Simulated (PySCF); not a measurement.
Shieldings and the share of exact exchange

Molecule: `O=C/C=N\[SiH2]O`, C2H5NO2Si.

Mapped SMILES: `[O:1]=[CH:2]/[CH:3]=[N:4]\[SiH2:5][OH:6]`. Hydrogens are named by the atom that carries them.

GIAO shieldings (ppm, equivalent atoms averaged) in PySCF on the PBE0-D3(BJ)/def2-SVP geometry, basis pcSseg-2, gas phase, non-relativistic:

```tsv
functional	exact exchange (%)	σ(O6)	σ(C3)	σ(Si5)
BLYP	0	263.1	3.3	349.9
BP86	0	266.5	7.3	355.7
PBE	0	266.1	6.8	355.8
B3LYP	20	271.1	7.4	363.0
PBE0	25	275.7	11.8	372.8
mPW1PW91	25	275.8	11.3	372.5
HF	100	292.3	26.1	422.5
```

**Question.** Fit each shielding as a line in the percentage of exact exchange.

**Answer.** σ(O6) = 266.4 + 0.27 x (rms 1.9 ppm); σ(C3) = 5.6 + 0.20 x (rms 1.5 ppm); σ(Si5) = 353.6 + 0.69 x (rms 2.6 ppm). The functionals also differ in their semilocal parts, which the line can't hold; Hartree–Fock has no correlation at all.

**Question.** What does the line predict for BHandHLYP (50 %), and what does the run give?

**Answer.** σ(O6): 279.9 predicted, 280.3 computed; σ(C3): 15.6 predicted, 13.8 computed; σ(Si5): 388.1 predicted, 383.7 computed ppm.
